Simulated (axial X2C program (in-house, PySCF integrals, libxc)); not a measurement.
# Low determinants of SnTe at the PBE0 level, spin-free

Calculated with an in-house relativistic program for diatomic molecules. Spin-free means the one-electron spin-free X2C Hamiltonian. Basis: Te dyall-cv3z [11s12p8d4f1g], Sn dyall-cv3z [11s12p9d4f1g] (cores contracted in-house); Gaussian nuclei, density fitting, unrestricted open shells. Masses: Te 129.906 u, Sn 119.902 u.

Search at 2.580 Å (vertical energies from the lowest determinant):

```csv
ΔE (eV),state,electrons beyond evenly filled partner blocks,"electrons in σ, π, δ, φ"
0.00,"M_S = 0, Λ = 0",closed shell,42 44 16 0
2.05,"M_S = 1, Λ = 2","2 × π+α, π+β, π-α",42 44 16 0
2.05,"M_S = 1, Λ = 0","π+α, π+β, 2 × π-α",42 44 16 0
2.21,"M_S = 0, Λ = 2","π+α, 2 × π+β, π-α",42 44 16 0
2.36,"M_S = 1, Λ = 1","σα, π+α",41 45 16 0
2.58,"M_S = 0, Λ = 1","σα, π+β",41 45 16 0
4.20,"M_S = 2, Λ = 1","σα, 2 × π+α, π+β, 2 × π-α",41 45 16 0
```

Lowest determinant, M_S = 0, Λ = 0 (closed shell): Re = 2.521 Å, ωe = 267.2 cm⁻¹.

The determinant in row 2 of the search, M_S = 1, Λ = 2 (beyond evenly filled blocks: 2 × π+α, π+β, π-α), was followed along the bond at PBE0; measured from the minimum of the lowest determinant it gives:

Te = 1.861 eV (15008 cm⁻¹), Re = 2.792 Å, ωe = 181.5 cm⁻¹.

Compare the bond of the determinant in row 2 with that of the lowest one.

At PBE0 its Re is 0.271 Å longer and its force constant, which goes as ωe², is 0.46 times that of the lowest determinant. T0 ≈ Te + Δωe/2 = 15008 + (-43) = 14965 cm⁻¹.

The search compares states at one distance, so a state with another bond length can lie lower; it is not exhaustive and yields mostly the lowest determinant of each block pattern, so other components and higher states of one pattern are missing. These are energies of single determinants, not of spin-adapted states; PBE0 term energies can be off by some tenths of an eV, and the functional has no current term.
